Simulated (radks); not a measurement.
The numbers below are computed, except where a source is named.
Species: the ruthenium ion Ru3+. Configuration: [Kr] 4d5. Code: a radial shooting solver on a logarithmic mesh with Libxc functionals. Model: non-relativistic Kohn-Sham, RPBE, spin-polarised, spherical densities, point nucleus; open shells are filled with parallel spins first (spin-orbit coupling, left out, can overturn this in heavy ions); relativity is left out, which matters for an element this heavy.

Local quantities along the radius. ELF = 1/(1 + alpha^2) is the electron localisation function; alpha = (tau - tau_W)/tau_unif compares the Pauli kinetic energy density with that of the uniform gas (summed over spins); 4 pi r^2 rho is in e/bohr; r v_xc is r times the local exchange-correlation potential of spin up (hartree bohr).

r (bohr),ELF,alpha,4 pi r^2 rho,r v_xc
0.002315,1.000,0.02115,3.274,-0.1200
0.002674,1.000,0.02207,4.231,-0.1321
0.003064,0.999,0.02312,5.366,-0.1449
0.003538,0.999,0.02446,6.864,-0.1601
0.004054,0.999,0.02600,8.611,-0.1761
0.004681,0.999,0.02802,10.87,-0.1949
0.005407,0.999,0.03055,13.60,-0.2157
0.006194,0.999,0.03356,16.66,-0.2373
0.007154,0.999,0.03764,20.43,-0.2621
0.008196,0.998,0.04264,24.47,-0.2873
0.009465,0.998,0.04965,29.21,-0.3156
0.01093,0.997,0.05917,34.29,-0.3453
0.01252,0.995,0.07157,39.20,-0.3742
0.01446,0.992,0.09015,44.21,-0.4050
0.01657,0.987,0.1156,48.44,-0.4333
0.01914,0.976,0.1558,51.97,-0.4615
0.0221,0.955,0.2182,54.16,-0.4865
0.02532,0.912,0.3098,54.75,-0.5059
0.02924,0.825,0.4612,53.83,-0.5210
0.0335,0.686,0.6766,51.84,-0.5298
0.03869,0.507,0.9857,49.29,-0.5343
0.04468,0.367,1.314,47.35,-0.5374
0.05119,0.310,1.493,47.12,-0.5491
0.05912,0.333,1.415,49.37,-0.5874
0.06774,0.429,1.154,53.85,-0.6518
0.07823,0.574,0.8623,60.09,-0.7332
0.09034,0.695,0.6618,65.88,-0.8083
0.1035,0.754,0.5712,68.76,-0.8627
0.1195,0.750,0.5771,67.47,-0.8962
0.138,0.665,0.7096,61.76,-0.9012
0.1582,0.505,0.9900,54.27,-0.8828
0.1827,0.342,1.387,47.52,-0.8567
0.2093,0.300,1.527,45.02,-0.8703
0.2417,0.397,1.232,47.13,-0.9667
0.2791,0.582,0.8474,51.63,-1.085
0.3198,0.718,0.6269,54.04,-1.172
0.3693,0.775,0.5386,51.16,-1.212
0.4231,0.754,0.5712,42.91,-1.187
0.4886,0.617,0.7876,31.19,-1.095
0.5643,0.345,1.378,20.76,-0.9585
0.6465,0.186,2.093,14.91,-0.8403
0.7467,0.245,1.756,13.12,-0.9340
0.8554,0.515,0.9705,13.65,-1.096
0.9879,0.741,0.5910,13.99,-1.203
1.141,0.795,0.5081,12.71,-1.249
1.307,0.766,0.5527,10.15,-1.230
1.51,0.675,0.6946,6.953,-1.153
1.73,0.534,0.9348,4.305,-1.031
1.997,0.352,1.358,2.298,-0.8548
2.307,0.188,2.080,1.086,-0.6577
2.643,0.085,3.275,0.4772,-0.5310
3.052,0.030,5.677,0.1759,-0.5692
3.497,0.009,10.59,0.05849,-0.5580
4.038,0.002,24.04,0.01446,-0.3725
4.664,0.000,66.41,0.002690,-0.2235
5.343,0.000,212.8,0.0004065,-0.1246

On this mesh the ELF has minima near r = 0.051, 0.21, 0.65 bohr, which separate the shells, and maxima near 0.10 (0.75), 0.37 (0.78), 1.1 (0.79).
